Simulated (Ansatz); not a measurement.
A structure relaxed at PBE0-D4/def2-SVP in Ansatz, charge 1, doublet:

Cartesian coordinates in Å:
```
Se -1.407 1.676 -0.243
Se -0.896 -1.965 0.423
Se 1.754 0.001 -1.331
Se 1.406 -1.676 0.244
Se -1.751 -0.001 1.334
Se 0.895 1.966 -0.427
```

**Question.** Give its formula and point group.

**Answer.** Se6⁺. Point group D3d (tolerance 0.1 Å).

**Question.** Summarise the bond lengths by kind (pairs closer than 1.2 times the sum of covalent radii, bridged metal pairs left out).

**Answer.** 6 × Se–Se 2.33 Å.

Another isomer (doublet) lies 0.04 eV lower at PBE0-D4/def2-SVP; other spin states weren't run for this one.
